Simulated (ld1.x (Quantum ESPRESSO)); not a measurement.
**Pseudopotential generation for Pd (Z = 46): PAW, PW91, fully relativistic.**

Pd (Z = 46), PAW, made with ld1.x (Quantum ESPRESSO) 7.5 (PW91, fully relativistic). Core [Ar] 3d10 4s2, reference 4p6 4d9.5 5s0 5p0 (charge +0.5). Waves: 5s (bound, empty): rcut 1.80, rcutus 2.25 bohr; 5s channel at -0.2 Ry: rcut 1.80, rcutus 2.25 bohr; 4p (bound): rcut 1.75, rcutus 1.85 bohr; 5p (bound, empty): rcut 1.75, rcutus 1.85 bohr; 4d (bound): rcut 1.25, rcutus 1.65 bohr; 4d channel at -0.2 Ry: rcut 1.25, rcutus 1.65 bohr. Local part: all-electron potential smoothed inside 1.65 bohr (lloc = -1). Core correction: a·sin(br)/r model core, default radius (core density twice the valence density). Augmentation charge: BESSEL, radius 1.00 bohr.

Open shells are filled in proportion to 2j + 1 (rel_dist='average').

Results:

| Item | Value |
| --- | --- |
| Largest excitation error | -133 meV (all-electron minus pseudo) for 4p6 4d7 5s0 5p0, out of 7 test configurations |

The ghost test of this file was not conclusive.

Generation and tests took about 3.3 s on one core of a shared server CPU.
